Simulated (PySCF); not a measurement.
Checking a proposed structure

A compound C$_{10}$H$_{11}$P gives the data below (simulated from a calculation) and was assigned the structure `Cc1[pH]c2ccccc2c1C`.

¹³C{¹H} NMR (computed): δ 140.0 (C), 137.3 (CH, 2C), 135.0 (C), 134.2 (CH, 2C), 133.8 (C), 133.8 (CH), 24.8 (CH3), 17.5 (CH3).

¹H NMR (400 MHz, computed): δ 8.01 (m, 2H), 7.76 (m, 2H), 7.60 (m, 1H), 2.88 (m, 3H), 0.72 (m, 3H).

Gas phase, fast rotation and ring inversion assumed for equivalent nuclei, single conformer, relativity neglected. GFN2-xTB structure; NMR shieldings at PBE0/pcSseg-1/GIAO; PySCF.

Chemical shifts δ = σref − σ; ¹H and ¹³C vs TMS, all at this level.

(1) Compare with the shifts computed for the proposed structure, pairing carbons in order of shift.

(2) Which isomer fits?

Answers

(1) Structure with atom numbers: `[CH3:1][c:2]1[pH:3][c:4]2[cH:5][cH:6][cH:7][cH:8][c:9]2[c:10]1[CH3:11]` (H(Xn): hydrogen on atom n).

| atom | computed for proposal | given list | difference |
| --- | --- | --- | --- |
| C9 | 155.0 | 140.0 | +15.0 |
| C10 | 149.3 | 137.3 | +12.0 |
| C4 | 145.8 | 137.3 | +8.5 |
| C2 | 145.0 | 135.0 | +10.0 |
| C5 | 135.3 | 134.2 | +1.1 |
| C7 | 132.7 | 134.2 | -1.5 |
| C6 | 129.8 | 133.8 | -4.0 |
| C8 | 125.2 | 133.8 | -8.6 |
| C1 | 16.6 | 24.8 | -8.2 |
| C11 | 15.1 | 17.5 | -2.4 |

The rms difference is 8.4 ppm and the largest +15.0 ppm at C9 (ring-fusion aromatic carbon). The proposal also would give 10 carbon signals, not 8. The carbon types in order of shift don't match either: C, C, C, C, CH, CH, CH, CH, CH3, CH3 for the proposal against C, CH, CH, C, CH, CH, C, CH, CH3, CH3 in the data. The proposal doesn't fit.

(2) SMILES CC1=C(c2ccccc2)P1C.

1. δC 140.0, 135.0: fully substituted alkene carbon; an sp2 carbon of a C=C bond.
2. δC 137.3, 134.2, 133.8: aromatic CH; the aromatic region.
3. δC 133.8: substituted aromatic carbon.
4. δH 2.88: hydrogen on an allylic methyl carbon; allylic position.

The data come from this structure; uniqueness wasn't tested.

Splittings by ³¹P in the carbon and heteronuclear signals aren't shown, as no couplings were computed. Shifts are as computed. Against solution values, carbons near 30 ppm lie about +3 ppm off and those near 130 ppm about +5 ppm. Of 1211 compounds with measured shifts, 218 miss one by over three times the rms of a fit or turn the order of signals round; such compounds aren't used in these exercises. Multiplicities follow the n + 1 count of equivalent neighbours, as no J values were calculated; m marks all less simple cases, F and P coupling included.
